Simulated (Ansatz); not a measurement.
Reaction (hydrogenolysis of the Si–Si bond): `[SiH3][SiH]1NCS1` + H₂ → `C1N[SiH2]S1` + SiH₄

Isolated molecules relaxed with PBE0-D4/def2-TZVP in Ansatz; ΔE leaves out vibrations. CCSD(T)/CBS adds triple-zeta CCSD(T) − MP2 to the extrapolated MP2 energy (def2 sets, frozen cores). This one scheme is used for every species. Functionals use def2-TZVPP.

CCSD(T)/CBS gives -0.22 eV.

Another level gave -0.18 eV. Which?
A. PBE0-D4/def2-TZVPP
B. ωB97X-V/def2-TZVPP
C. r2SCAN/def2-TZVPP
D. B2PLYP/def2-TZVPP

C. r2SCAN -0.18, PBE0-D4 -0.13, ωB97X-V -0.25, B2PLYP -0.31 eV.

Largest T1 diagnostic among the species: 0.012.

The D4 term adds +0.13 eV with B3LYP and +0.07 eV with PBE0; it sums over pairs of atoms, weighted by their polarisabilities, and B3LYP, whose exchange is more repulsive, gets the larger term. From PBE to PBE0 (25 % exact exchange), in def2-TZVPP and without D4, ΔE moves by −0.08 eV. In def2-TZVPP, CCSD(T) changes the Hartree–Fock value by +0.32 eV (the triples alone add +0.06 eV) and MP2 by +0.33 eV.

B3LYP here is the variant with VWN-RPA as its local correlation; programs differ in this.
